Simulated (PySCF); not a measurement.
# How methods differ on the excitation energy of Mn

Mn [Ar] 3d5 4s2 (6S) → Mn [Ar] 3d7 (4F), as a difference of total energies. All numbers are calculated (PySCF 2.14, the non-relativistic Hamiltonian (point nucleus), in aug-cc-pVDZ (7s6p4d2f, 59 functions)). Correlated levels: valence: [Ar] frozen. The calculations carry no spin-orbit coupling.

```tsv
method	excitation energy (eV)
UHF	8.650
LDA	4.323
PBE	4.155
PBE0	5.151
r2SCAN	4.937
B2PLYP	5.211
CAM-B3LYP	5.028
wB97M-V	5.124
revPBE	4.103
MP2 (valence)	6.116
SCS-MP2 (valence)	6.058
```

Question: How much does correlation contribute at MP2 (valence)?

Answer: 6.116 − (8.650) = -2.534 eV, measured against UHF.

A first-order spin-orbit estimate (lowest level to lowest level, LS coupling) adds -0.053 eV.
